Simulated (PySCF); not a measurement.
GaCl3, SMILES [Cl][Ga]([Cl])[Cl]. Heavy atoms are numbered as in [Ga:1]([Cl:2])([Cl:3])[Cl:4].

The structure is a stationary point at PBE0-D3(BJ)/def2-SVP. The isomer is the one that the SMILES or the coordinates give; other isomers of the formula were not compared.

Level of theory: PBE/def2-TZVPD (PySCF).

Mulliken values depend strongly on the basis, most of all with diffuse functions as here. ESP charges are fitted to the potential on shells at 1.4 to 2.0 van der Waals radii. Atomic charges (e), one atom of each kind:

```tsv
atom	ESP fit	Mulliken
Ga1	___	0.52
Cl2	___	-0.17
```

Question: What belongs in the gaps? (The exact figures need the calculation; the answer reports its results.)

Answer: 
- Ga1, ESP fit: 0.49
- Cl2, ESP fit: -0.16
